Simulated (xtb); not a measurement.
Al(H)(OMe)(SeH) (CH5AlOSe), SMILES C[O][AlH][SeH]. All values are semi-empirical tight-binding results from xtb (GFN2-xTB unless named), good for trends rather than for accurate numbers. The structure is a stationary point at GFN2-xTB. The structure was generated by enumeration; whether it is a known compound was not checked. The values are those of a single conformer.

Optimised geometry:

```xyz
9

Al    -0.0709    -0.8313     0.5394
H     -0.1622    -1.5088     1.8965
O     -0.0846    -1.8032    -0.7827
C     -0.1022    -2.6762    -1.8795
H     -0.1595    -2.1046    -2.8077
H      0.8079    -3.2794    -1.8854
H     -0.9685    -3.3370    -1.8111
Se     0.0781     1.4678     0.3914
H      0.0389     1.6155     1.8249
```
Charge 0, spin multiplicity 1.

A frequency run showed that this geometry is not a minimum.

For metal compounds this method's bond lengths and energies can be far off.

```yaml
orbital_gap: 3.92 eV
```

Computed atomic charges and the Wiberg bond orders between heavy atoms:
charges (e) Al1 0.40, H2 -0.13, O3 -0.34, C4 0.05, H5 0.05, H6 0.05, H7 0.05, Se8 -0.28, H9 0.16. Bond orders Al1–O3 1.39, O3–C4 0.96, Al1–Se8 1.19.
